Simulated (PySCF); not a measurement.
Correlation energy of Sm (samarium, neutral)

[Xe] 4f6 6s2, high-spin 7F determinant. All numbers are calculated (PySCF 2.14, scalar relativity by spin-free X2C-1e, in ANO-RCC-VTZP (8s7p5d3f2g1h, 104 functions)). Frozen: [Ar] 3d10; 34 electrons correlated.

MP2 pair energies summed by pair of shells (mhartree):

| pair | energy | share (%) |
| --- | --- | --- |
| 4d-4f | -182.25 | 17.0 |
| 4f-5p | -151.85 | 14.1 |
| 4d-4d | -136.75 | 12.7 |
| 5p-5p | -125.14 | 11.7 |
| 4f-4f | -98.71 | 9.2 |
| 4d-5p | -87.03 | 8.1 |
| 4p-4d | -47.43 | 4.4 |
| 5s-5p | -35.21 | 3.3 |
| 4f-5s | -32.29 | 3.0 |
| 4p-4f | -31.70 | 3.0 |
| 5p-6s | -29.91 | 2.8 |
| 4d-5s | -26.53 | 2.5 |
| 6s-6s | -17.04 | 1.6 |
| 4p-4p | -14.04 | 1.3 |
| 4f-6s | -11.32 | 1.1 |
| 4p-5p | -8.70 | 0.8 |
| 4s-4d | -8.03 | 0.7 |
| 5s-5s | -6.08 | 0.6 |
| 4s-4f | -5.66 | 0.5 |
| 4s-4p | -5.44 | 0.5 |
| 4p-5s | -4.23 | 0.4 |
| 4d-6s | -3.72 | 0.3 |
| 5s-6s | -1.40 | 0.1 |
| 4s-4s | -1.09 | 0.1 |
| 4s-5p | -0.95 | 0.1 |
| 4s-5s | -0.38 | 0.0 |
| 4p-6s | -0.25 | 0.0 |
| 4s-6s | -0.03 | 0.0 |

Total MP2 correlation energy: -1073.2 mhartree.

Same-spin part -435.00 and opposite-spin part -638.16 mhartree; SCS-MP2 scales them by 1/3 and 6/5 to -910.79 mhartree.
